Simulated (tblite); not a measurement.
Species: C5H6NOSe (doublet state).
Numbering: `[O:1]=[CH:2][NH:3][C:4]1=[CH:5][CH2:6][CH:7][Se:8]1` (hydrogens: H9 on C2; H10 on N3; H11 on C5; H12, H13 on C6; H14 on C7)
Bond orders are those of one Lewis drawing.

Computed with GFN2-xTB (tblite), gas phase: L-BFGS steps from a force-field or distance-geometry start until the largest atomic force falls under 0.01 eV/Å.

Step 11: E = -648.2879 eV
```
atom  x, y, z in Å  |  force x, y, z in eV/Å
O1      2.5603    1.2982   -0.2842   -0.031  -0.011   0.088
C2      2.6426    0.4041    0.5154    0.086   0.105  -0.035
N3      1.6014   -0.3322    0.9516    0.075  -0.165  -0.036
C4      0.3180   -0.0494    0.5083   -0.068  -0.149   0.037
C5     -0.5220   -0.8611   -0.1196   -0.078   0.012   0.017
C6     -1.8469   -0.2240   -0.4404   -0.057  -0.170  -0.008
C7     -2.0858    0.8955    0.5248    0.101  -0.023  -0.073
Se8    -0.4367    1.6517    0.9772   -0.214   0.225   0.162
H9      3.5694    0.0651    0.9865    0.434   0.056   0.036
H10     1.7097   -1.0357    1.6620    0.135  -0.152   0.037
H11    -0.2887   -1.8802   -0.3966   -0.031   0.198  -0.089
H12    -1.7357    0.1860   -1.4582   -0.127   0.010   0.057
H13    -2.6553   -0.9458   -0.4769   -0.190  -0.082   0.132
H14    -2.8309    0.8273    1.3079   -0.034   0.146  -0.326
```

Step 12: E = -648.3070 eV
```
atom  x, y, z in Å  |  force x, y, z in eV/Å
O1      2.5627    1.3033   -0.2769   -0.043   0.163  -0.066
C2      2.6472    0.4073    0.5160    0.046  -0.063   0.084
N3      1.6069   -0.3382    0.9432    0.089  -0.145  -0.068
C4      0.3213   -0.0619    0.5070   -0.115   0.106   0.116
C5     -0.5243   -0.8656   -0.1190   -0.062  -0.032  -0.024
C6     -1.8496   -0.2257   -0.4334   -0.131  -0.231  -0.061
C7     -2.0866    0.9079    0.5218    0.017  -0.237  -0.152
Se8    -0.4458    1.6370    0.9947    0.016   0.284   0.199
H9      3.5752    0.0693    0.9851    0.423   0.039   0.058
H10     1.7101   -1.0386    1.6546    0.188  -0.216   0.108
H11    -0.2736   -1.8779   -0.4083   -0.120   0.191  -0.102
H12    -1.7369    0.1781   -1.4565   -0.174  -0.039   0.119
H13    -2.6591   -0.9539   -0.4604   -0.095   0.050   0.112
H14    -2.8482    0.8583    1.2898   -0.039   0.130  -0.323
```

Problem. Estimate the geometry and energy of step 13. (The exact step hangs on the optimiser's Hessian estimate; all steps are aligned on step 12, rigid shifts and turns removed.)

Solution. E = -648.3341 eV, largest force 0.468 eV/Å
```
atom  x, y, z in Å  |  force x, y, z in eV/Å
O1      2.5654    1.3128   -0.2663   -0.041   0.276  -0.154
C2      2.6549    0.4120    0.5173    0.027  -0.233   0.190
N3      1.6160   -0.3495    0.9291    0.088  -0.141  -0.053
C4      0.3237   -0.0772    0.5075   -0.112   0.383   0.223
C5     -0.5285   -0.8717   -0.1184    0.007  -0.034  -0.041
C6     -1.8549   -0.2328   -0.4239   -0.182  -0.232  -0.093
C7     -2.0859    0.9203    0.5151   -0.105  -0.419  -0.179
Se8    -0.4576    1.6206    1.0252    0.273   0.240   0.194
H9      3.5896    0.0759    0.9843    0.284   0.051   0.032
H10     1.7140   -1.0462    1.6451    0.235  -0.210   0.111
H11    -0.2540   -1.8717   -0.4280   -0.214   0.153  -0.117
H12    -1.7417    0.1649   -1.4515   -0.235  -0.108   0.144
H13    -2.6671   -0.9654   -0.4344    0.005   0.178   0.075
H14    -2.8747    0.9075    1.2567   -0.029   0.095  -0.331
```

The energy changes by -0.0271 eV. The first-order estimate −F·Δx gives -0.0356 eV and the mean of the old and new forces, exact on a quadratic surface, -0.0270 eV. The step makes an angle of 67° with the force vector and moves no atom by more than 0.065 Å.

What follows is the cost of the whole relaxation. On one thread, Arm Neoverse V2 (aarch64), on a shared host, this took 0.51 s.
